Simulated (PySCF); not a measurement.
## Polarisability and C₆ of Cl²⁺ (chlorine, charge +2)

[Ne] 3s1 3p3 3d1, high-spin 6D determinant (an excited configuration). All numbers are calculated (PySCF 2.14, scalar relativity by spin-free X2C-1e, in dyall-acv3z (19s12p6d4f, 113 functions)). Coupled (time-dependent) response in atomic units; α is the mean over directions.

```csv
method,mean α (bohr³),"α xx, yy, zz",C₆ (like pair),S(−4)
UHF,6.626,"7.357, 7.357, 5.164",22.92,26.35
PBE,7.258,"8.241, 8.241, 5.293",24.81,43.52
```

S(−4) is the Cauchy moment in α(ω) = α(0) + S(−4) ω² + …

α(iu) at PBE:

| u (hartree) | α(iu) (bohr³) |
| --- | --- |
| 0 | 7.258 |
| 0.0500 | 7.153 |
| 0.100 | 6.879 |
| 0.200 | 6.139 |
| 0.300 | 5.432 |
| 0.500 | 4.278 |
| 0.750 | 3.179 |
| 1.00 | 2.383 |
| 1.50 | 1.427 |
| 2.00 | 0.9370 |
| 3.00 | 0.4972 |
| 5.00 | 0.2223 |

A single London oscillator, α(iu) = α/(1 + u²/ω²), gives C₆ = (3/4) ω α². Matching the computed C₆ needs ω = 4 × 24.81 / (3 × 7.258²) = 0.628 hartree.

For an ion, C₆ is the dispersion term alone; charge-induced terms of lower order in 1/R come first.

The components differ because the open shell of this determinant is not spherical; for a pure term their mean is the scalar polarisability.

The outer electron is Rydberg-like, and this basis confines it to a smaller radius and binds it less than a complete one would.
